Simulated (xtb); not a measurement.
A run for xtb: GFN1-xTB on C2H5Br (a complex), monomers drawn apart or pushed together.

```
$ xtb mol.xyz --gfn 1 --sp --chrg 0 --uhf 0
8

C     -0.14505955    -0.59116914     0.32365369
C      0.13863937     0.68865879     0.11543025
H      0.63022878    -1.34672923     0.36179590
H     -1.16365290    -0.93312190     0.46149653
H     -0.63671769     1.44398702     0.07450053
H      1.15687198     1.03045478    -0.02518372
Br     0.41087656     0.73153786     4.92289026
H      0.28598523     0.52472367     3.50681300
```

### Question
Predict the final total energy.

### Answer
-10.7605 hartree.
